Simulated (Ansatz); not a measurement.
CH₃F₃Sn (`[CH3][Sn]([F])([F])[F]`). Total charge 0; spin multiplicity 1. Sn takes the def2 core potential. The geometry is a stationary point of PBE0-D4/def2-TZVP.

```xyz
8

C     0.300    0.893   -0.765
Sn   -0.220   -0.654    0.560
F     1.220   -1.280    1.627
F    -1.565   -0.187    1.815
F    -0.890   -2.214   -0.288
H     0.659    1.740   -0.184
H     1.081    0.530   -1.431
H    -0.585    1.171   -1.334
```

(1) What is the dipole moment at ωB97M-V/def2-TZVPP? (Estimate.)

(2) And with PBE, r2SCAN, B3LYP? (An estimate is asked.)

(3) Give the Mulliken charges with ωB97M-V, PBE, r2SCAN in def2-TZVPP. (Estimate.)

## Answers

(1) Ansatz gave: 4.65 D, with components (1.14, 3.42, -2.93) D in this frame, pointing from negative to positive charge.

(2) Ansatz gave: PBE 4.50 D, r2SCAN 4.62 D, B3LYP 4.70 D.

(3) The calculation gave: 
```json
{"atom": "C1", "ωB97M-V": "-0.59", "PBE": "-0.56", "r2SCAN": "-0.46"}
{"atom": "Sn2", "ωB97M-V": "1.46", "PBE": "1.36", "r2SCAN": "1.45"}
{"atom": "F3", "ωB97M-V": "-0.46", "PBE": "-0.42", "r2SCAN": "-0.46"}
{"atom": "F4", "ωB97M-V": "-0.46", "PBE": "-0.42", "r2SCAN": "-0.46"}
{"atom": "F5", "ωB97M-V": "-0.46", "PBE": "-0.42", "r2SCAN": "-0.46"}
{"atom": "H6", "ωB97M-V": "0.17", "PBE": "0.16", "r2SCAN": "0.13"}
{"atom": "H7", "ωB97M-V": "0.17", "PBE": "0.16", "r2SCAN": "0.13"}
{"atom": "H8", "ωB97M-V": "0.17", "PBE": "0.16", "r2SCAN": "0.13"}
```

B3LYP here is the variant with VWN-RPA as its local correlation; programs differ in this.
